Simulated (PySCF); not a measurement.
Si(OH)2(PH2)2 (H₆O₂P₂Si), SMILES O[Si](O)(P)P.

Geometry optimised at B3LYP-D3(BJ)/def2-SVP. The structure was generated by enumeration, and PubChem lists no compound with its InChIKey, so it may never have been made. Other conformers were not sampled.

Two levels are set side by side: PBE/def2-TZVP (PySCF) and HF/def2-TZVP (PySCF). Same geometry, gas phase. Differences are taken from unrounded values.

| quantity | HF |
|---|---|
| orbital gap (eV) | 12.59 |
| highest occupied level (eV) | -9.69 |
| lowest empty level (eV) | 2.90 |
| dipole moment (D) | 1.43 |
| mean polarisability (bohr³) | 79.4 |

Question: What does PBE give, and how far is it from HF? (An estimate is asked for; the answer gives what the named calculation found.)

Answer: 
```csv
quantity,PBE,PBE minus HF
orbital gap (eV),5.22,-7.37
highest occupied level (eV),-6.14,3.54
lowest empty level (eV),-0.93,-3.83
dipole moment (D),1.35,-0.08
mean polarisability (bohr³),88.5,9.1
```

Without exact exchange PBE keeps part of each electron's self-repulsion, which lifts occupied levels and narrows the gap. Loosely held outer electrons make PBE densities more polarisable. Differences between two approximate levels are no errors against the true value.

Rough cost on one machine, each run with all the roots and properties that it gave: HF against PBE about 1/3.
